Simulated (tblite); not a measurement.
Record of a relaxation.

Compound: C₅H₁₁F₃SSi.
Bonds: C1–C2, C2–C3, C2–S4, S4–Si5, Si5–C6, C6–C7, C7–F8, C7–F9, C7–F10. Hydrogens: H11, H12, H13 on C1; H14 on C2; H15, H16, H17 on C3; H18, H19 on Si5; H20, H21 on C6.

Computed with GFN2-xTB (tblite), gas phase: L-BFGS steps from a force-field or distance-geometry start until the largest atomic force falls under 0.01 eV/Å. 8 of its 248 geometries are shown.

Step 0: E = -966.0127 eV, largest atomic force 2.399 eV/Å
```
atom  x, y, z in Å  |  force x, y, z in eV/Å
C1     -2.485    1.084    0.025   -1.861   0.908  -0.186
C2     -1.906    0.039    0.941   -0.804  -0.605  -0.483
C3     -2.312   -1.296    0.357   -0.681  -1.313  -0.118
S4     -0.096    0.180    1.078    0.563   0.316   0.810
Si5     0.882   -0.300   -0.753   -2.259  -0.746  -0.306
C6      2.722   -0.304   -0.641    1.419   0.675  -0.917
C7      3.294    0.763    0.248    0.423   0.018   0.949
F8      2.982    2.061   -0.153    0.405  -1.926   0.828
F9      4.675    0.675    0.282   -1.390   0.440   0.086
F10     2.879    0.564    1.577    0.690   0.772  -1.887
H11    -1.733    1.768   -0.363   -0.277   0.124   0.197
H12    -2.992    0.580   -0.849    0.542   0.895   0.788
H13    -3.307    1.627    0.598    1.121  -0.233  -0.957
H14    -2.381    0.106    1.943    1.001   0.184  -0.317
H15    -1.519   -2.038    0.483   -0.246   0.011  -0.116
H16    -2.588   -1.197   -0.719    0.558  -0.408   0.763
H17    -3.219   -1.691    0.868    0.566   0.238  -0.291
H18     0.487   -1.710   -1.065    0.245   0.430   0.010
H19     0.398    0.525   -1.853    0.091   0.182  -0.022
H20     3.152   -0.127   -1.665   -0.352  -0.117   0.858
H21     3.058   -1.292   -0.342    0.246   0.154   0.312
```

Step 35: E = -966.8602 eV, largest atomic force 0.190 eV/Å
```
atom  x, y, z in Å  |  force x, y, z in eV/Å
C1     -2.423    1.124    0.048    0.027  -0.001  -0.014
C2     -1.866   -0.006    0.908   -0.013   0.025  -0.019
C3     -2.249   -1.387    0.406    0.029   0.105   0.026
S4     -0.033    0.118    1.079   -0.012  -0.052   0.121
Si5     0.741   -0.280   -0.853    0.181   0.020   0.054
C6      2.635   -0.387   -0.622   -0.033  -0.016  -0.001
C7      3.169    0.741    0.208   -0.020  -0.056  -0.078
F8      2.645    1.931   -0.145    0.013  -0.010   0.015
F9      4.505    0.884    0.091    0.021   0.011  -0.010
F10     2.933    0.588    1.518    0.016   0.037  -0.058
H11    -1.685    1.911   -0.081    0.000   0.051   0.043
H12    -2.702    0.758   -0.936    0.030  -0.027  -0.058
H13    -3.299    1.565    0.512   -0.072  -0.033   0.001
H14    -2.187    0.118    1.945   -0.021  -0.018  -0.022
H15    -1.794   -2.148    1.029    0.020  -0.095   0.046
H16    -1.900   -1.512   -0.614   -0.027  -0.071  -0.091
H17    -3.326   -1.522    0.421   -0.101   0.062   0.052
H18     0.363   -1.591   -1.369   -0.026  -0.046  -0.034
H19     0.417    0.776   -1.806    0.002   0.030  -0.012
H20     3.113   -0.348   -1.600    0.017   0.038   0.062
H21     2.936   -1.317   -0.139   -0.032   0.045  -0.025
```

Step 71: E = -966.9747 eV, largest atomic force 0.033 eV/Å
```
atom  x, y, z in Å  |  force x, y, z in eV/Å
C1     -2.302    1.071    0.021   -0.007  -0.027   0.005
C2     -1.891   -0.070    0.932    0.011  -0.019   0.003
C3     -2.426   -1.411    0.465    0.004  -0.018   0.016
S4     -0.058   -0.134    1.170   -0.025   0.013  -0.005
Si5     0.759   -0.238   -0.790    0.004   0.008  -0.005
C6      2.650   -0.379   -0.607    0.016   0.003   0.003
C7      3.235    0.795    0.113    0.001   0.013  -0.010
F8      2.685    1.962   -0.277   -0.008   0.015   0.007
F9      4.560    0.936   -0.102   -0.004  -0.029   0.003
F10     3.084    0.731    1.442   -0.015   0.013  -0.021
H11    -1.824    1.998    0.322    0.024   0.020   0.009
H12    -2.032    0.852   -1.010    0.007   0.006  -0.021
H13    -3.381    1.208    0.073   -0.011  -0.004   0.002
H14    -2.240    0.128    1.949    0.004   0.005  -0.013
H15    -2.106   -2.202    1.139    0.014  -0.008  -0.005
H16    -2.075   -1.643   -0.538    0.005   0.025   0.001
H17    -3.514   -1.387    0.455    0.004   0.005  -0.008
H18     0.356   -1.459   -1.487   -0.031   0.006   0.003
H19     0.469    0.944   -1.596   -0.006  -0.008   0.025
H20     3.094   -0.408   -1.600    0.011  -0.012   0.007
H21     2.950   -1.279   -0.074    0.000  -0.008   0.004
```

Step 106: E = -966.9846 eV, largest atomic force 0.108 eV/Å
```
atom  x, y, z in Å  |  force x, y, z in eV/Å
C1     -2.336    1.064    0.057   -0.013  -0.021   0.033
C2     -1.911   -0.094    0.940    0.050   0.005   0.008
C3     -2.381   -1.442    0.422    0.035   0.050   0.011
S4     -0.077   -0.098    1.209   -0.099  -0.042  -0.013
Si5     0.744   -0.155   -0.750   -0.025  -0.014   0.017
C6      2.619   -0.417   -0.553    0.016   0.051   0.018
C7      3.270    0.791    0.044    0.007   0.046   0.009
F8      2.896    1.931   -0.576    0.041  -0.066   0.027
F9      4.617    0.762   -0.038   -0.053  -0.027  -0.006
F10     2.986    0.966    1.343    0.014  -0.031  -0.077
H11    -1.898    1.993    0.413    0.024  -0.005  -0.034
H12    -2.026    0.894   -0.973   -0.023   0.027   0.024
H13    -3.419    1.168    0.086   -0.004  -0.030  -0.031
H14    -2.290    0.065    1.954    0.022  -0.035  -0.016
H15    -1.994   -2.241    1.049   -0.031  -0.025   0.036
H16    -2.034   -1.607   -0.595    0.007   0.024  -0.046
H17    -3.468   -1.485    0.426    0.006   0.011   0.023
H18     0.272   -1.306   -1.520   -0.009  -0.008   0.017
H19     0.507    1.083   -1.478   -0.001   0.046  -0.046
H20     3.065   -0.577   -1.534    0.001   0.003   0.043
H21     2.848   -1.277    0.074    0.035   0.040   0.002
```

Step 141: E = -967.0098 eV, largest atomic force 0.062 eV/Å
```
atom  x, y, z in Å  |  force x, y, z in eV/Å
C1     -2.434    1.008    0.173    0.013   0.010  -0.005
C2     -1.969   -0.202    0.960    0.026   0.014   0.007
C3     -2.352   -1.518    0.306   -0.004   0.017   0.017
S4     -0.152   -0.139    1.286    0.015  -0.021  -0.048
Si5     0.746    0.111   -0.630   -0.021   0.026   0.019
C6      2.555   -0.440   -0.382   -0.046   0.040   0.013
C7      3.418    0.763   -0.192   -0.019   0.009  -0.002
F8      3.508    1.509   -1.310    0.002  -0.008  -0.031
F9      4.682    0.461    0.152    0.051   0.007  -0.001
F10     2.959    1.590    0.761   -0.001   0.014   0.035
H11    -2.113    1.926    0.662   -0.002  -0.009  -0.020
H12    -2.029    0.989   -0.837   -0.013   0.000   0.001
H13    -3.521    1.011    0.113    0.009   0.000   0.005
H14    -2.383   -0.163    1.971   -0.009  -0.014  -0.010
H15    -1.956   -2.352    0.879   -0.002  -0.006  -0.013
H16    -1.969   -1.577   -0.711    0.011   0.021   0.017
H17    -3.436   -1.604    0.271   -0.022  -0.007  -0.004
H18     0.161   -0.794   -1.615   -0.004  -0.025  -0.031
H19     0.680    1.489   -1.111    0.006  -0.040   0.037
H20     2.938   -0.981   -1.244   -0.018  -0.015   0.002
H21     2.660   -1.070    0.499    0.028  -0.013   0.010
```

Step 176: E = -967.0389 eV, largest atomic force 0.061 eV/Å
```
atom  x, y, z in Å  |  force x, y, z in eV/Å
C1     -2.315    0.965    0.200    0.007   0.002   0.003
C2     -2.022   -0.326    0.940    0.010   0.003  -0.004
C3     -2.526   -1.550    0.196   -0.004   0.013   0.010
S4     -0.225   -0.521    1.319   -0.017   0.035  -0.040
Si5     0.770    0.137   -0.444    0.009  -0.004   0.015
C6      2.580   -0.357   -0.117    0.028  -0.038   0.020
C7      3.457    0.811   -0.419   -0.013  -0.038  -0.003
F8      3.325    1.230   -1.694    0.003  -0.005   0.000
F9      4.766    0.557   -0.250    0.002   0.012   0.000
F10     3.182    1.880    0.348    0.017  -0.016  -0.010
H11    -1.811    1.805    0.672   -0.021  -0.002   0.011
H12    -1.988    0.897   -0.836    0.009   0.008   0.025
H13    -3.386    1.159    0.210   -0.005  -0.017   0.006
H14    -2.468   -0.294    1.937   -0.019   0.016  -0.006
H15    -2.325   -2.447    0.775    0.012  -0.029  -0.030
H16    -2.039   -1.638   -0.772    0.020  -0.005  -0.005
H17    -3.599   -1.472    0.036   -0.015   0.011   0.011
H18     0.319   -0.571   -1.642   -0.008   0.011   0.002
H19     0.660    1.581   -0.621   -0.030  -0.021   0.000
H20     2.894   -1.179   -0.759   -0.005   0.031   0.046
H21     2.743   -0.649    0.920    0.019   0.031  -0.049
```

Step 212: E = -967.0914 eV, largest atomic force 0.122 eV/Å
```
atom  x, y, z in Å  |  force x, y, z in eV/Å
C1     -2.447    0.947    0.415    0.012  -0.017   0.017
C2     -2.071   -0.440    0.903   -0.002   0.002   0.001
C3     -2.420   -1.524   -0.101   -0.015   0.030   0.017
S4     -0.292   -0.551    1.379   -0.018   0.005   0.011
Si5     0.782    0.335   -0.231    0.008   0.026   0.008
C6      2.571   -0.126    0.214    0.051  -0.001   0.111
C7      3.504    0.569   -0.718   -0.020  -0.019  -0.024
F8      3.239    0.284   -2.007    0.023  -0.020  -0.039
F9      4.797    0.249   -0.527   -0.039   0.002  -0.004
F10     3.436    1.907   -0.621   -0.008   0.038   0.028
H11    -2.084    1.706    1.103   -0.036   0.011   0.005
H12    -2.023    1.138   -0.570   -0.003  -0.018   0.022
H13    -3.532    1.024    0.347    0.052   0.014   0.005
H14    -2.567   -0.645    1.855   -0.039   0.007  -0.024
H15    -2.087   -2.493    0.256    0.000  -0.055   0.034
H16    -1.945   -1.327   -1.057    0.026   0.025  -0.057
H17    -3.498   -1.557   -0.247    0.014   0.004  -0.004
H18     0.429   -0.243   -1.523   -0.007  -0.021  -0.018
H19     0.637    1.788   -0.235   -0.011  -0.003  -0.010
H20     2.746   -1.197    0.132    0.003  -0.005  -0.018
H21     2.817    0.173    1.233    0.012  -0.003  -0.059
```

Step 247: E = -967.0989 eV, largest atomic force 0.010 eV/Å
```
atom  x, y, z in Å  |  force x, y, z in eV/Å
C1     -2.465    0.954    0.464   -0.001  -0.008   0.004
C2     -2.075   -0.443    0.906   -0.001  -0.001   0.000
C3     -2.353   -1.490   -0.158   -0.003   0.001  -0.001
S4     -0.314   -0.524    1.448    0.000   0.003   0.008
Si5     0.776    0.333   -0.167    0.000   0.000  -0.007
C6      2.578   -0.103    0.252   -0.003   0.001   0.000
C7      3.465    0.518   -0.772    0.003   0.005  -0.001
F8      3.167    0.120   -2.023    0.000  -0.002   0.003
F9      4.768    0.235   -0.598    0.007  -0.001   0.000
F10     3.378    1.861   -0.785   -0.009   0.003  -0.001
H11    -2.175    1.689    1.211    0.004   0.005   0.005
H12    -1.985    1.206   -0.480   -0.003   0.003   0.002
H13    -3.544    1.006    0.330    0.004   0.003  -0.003
H14    -2.612   -0.702    1.822    0.000   0.004   0.002
H15    -2.035   -2.471    0.183   -0.001   0.002  -0.004
H16    -1.828   -1.251   -1.079   -0.002  -0.002  -0.002
H17    -3.421   -1.524   -0.367   -0.002  -0.004  -0.002
H18     0.425   -0.280   -1.444    0.000  -0.001  -0.009
H19     0.618    1.785   -0.211    0.005  -0.008   0.000
H20     2.750   -1.178    0.240    0.000   0.000   0.004
H21     2.873    0.274    1.230    0.002  -0.001   0.002
```

Task: Summarise the path.

Result: The energy falls by 25.05 kcal/mol from step 0 to step 247; nine tenths of that is first reached at step 112. It rises by more than 0.2 meV at steps 189 and 203. The largest force goes from 2.399 to 0.010 eV/Å. Among the bonds C7–F10 changes most, from 1.406 to 1.345 Å; the atoms move by 1.448 Å rms after alignment.

Task: Follow the three bonds and two angles with the largest change from start to end.

Result: 
```csv
step,E above end (kcal/mol),largest force (eV/Å),C7–F10 (Å),Si5–C6 (Å),C1–H13 (Å),S4–Si5–C6 (°),S4–C2–H14 (°)
0,25.05,2.399,1.406,1.843,1.140,114.0,110.6
11,8.93,0.172,1.339,1.909,1.086,111.1,98.3
21,7.64,0.310,1.339,1.909,1.085,108.7,100.1
32,5.65,0.122,1.339,1.905,1.088,105.7,101.3
43,4.79,0.178,1.338,1.906,1.089,105.2,101.4
54,3.22,0.156,1.340,1.917,1.089,107.6,100.6
64,2.91,0.046,1.339,1.906,1.089,107.7,101.5
75,2.84,0.035,1.339,1.905,1.089,106.9,101.9
86,2.79,0.051,1.339,1.904,1.088,107.0,101.8
97,2.74,0.036,1.339,1.903,1.089,107.4,101.9
107,2.62,0.073,1.341,1.904,1.089,106.9,102.0
118,2.39,0.063,1.341,1.906,1.088,105.8,101.9
129,2.24,0.052,1.342,1.906,1.089,104.7,102.1
140,2.08,0.122,1.347,1.908,1.089,104.3,101.9
150,1.98,0.037,1.343,1.907,1.089,103.5,102.4
161,1.82,0.132,1.342,1.910,1.089,103.6,101.8
172,1.48,0.058,1.345,1.906,1.089,103.4,102.7
183,1.29,0.079,1.345,1.905,1.089,103.0,102.6
193,1.03,0.082,1.345,1.904,1.088,102.7,102.3
204,0.38,0.084,1.344,1.900,1.089,102.2,102.8
215,0.13,0.054,1.346,1.902,1.089,101.3,101.8
226,0.04,0.043,1.345,1.901,1.088,102.1,102.5
236,0.01,0.021,1.345,1.901,1.089,103.0,102.2
247,0.00,0.010,1.345,1.901,1.089,103.1,102.3
```

The cost below is that of the whole relaxation. On one thread of an Arm Neoverse N1, shared host, this took 4.5 s.
